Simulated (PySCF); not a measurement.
# Correlation energy of Ti (titanium, neutral)

Starting occupation: [Ar] 3d2 4s1 4p1, 3d5/2 with m_j = +3/2, +5/2, 4s1/2 with m_j = +1/2, 4p3/2 with m_j = +3/2. All numbers are calculated (PySCF 2.14, X2C-1e with screened-nucleus spin-orbit coupling, Gaussian nucleus, in x2c-SVPall-2c with one added diffuse shell each of s, d type (6s5p4d1f, 48 functions)). Frozen: [Ne]; 12 electrons correlated; the 6 highest virtual spinors left out.

MP2 pair energies summed by pair of shells (mhartree):

| pair | energy | share (%) |
| --- | --- | --- |
| 3p-3p | -104.62 | 58.4 |
| 3d-3p | -35.72 | 20.0 |
| 3p-3s | -7.74 | 4.3 |
| 3p-4p | -7.26 | 4.1 |
| 3p-4s | -5.53 | 3.1 |
| 3s-3s | -4.08 | 2.3 |
| 3d-3d | -3.57 | 2.0 |
| 3d-4s | -3.18 | 1.8 |
| 3d-3s | -3.17 | 1.8 |
| 4p-4s | -1.74 | 1.0 |
| 3d-4p | -1.69 | 0.9 |
| 3s-4s | -0.47 | 0.3 |
| 3s-4p | -0.23 | 0.1 |

Total MP2 correlation energy: -179.01 mhartree.

The GHF reference relaxed away from the jj start to a determinant that is no pure jj level (⟨S²⟩ = 6.00, ⟨J²⟩ = 42.02); the energies belong to that determinant.

This basis was not built for core-valence correlation, so the inner-shell part is incomplete.
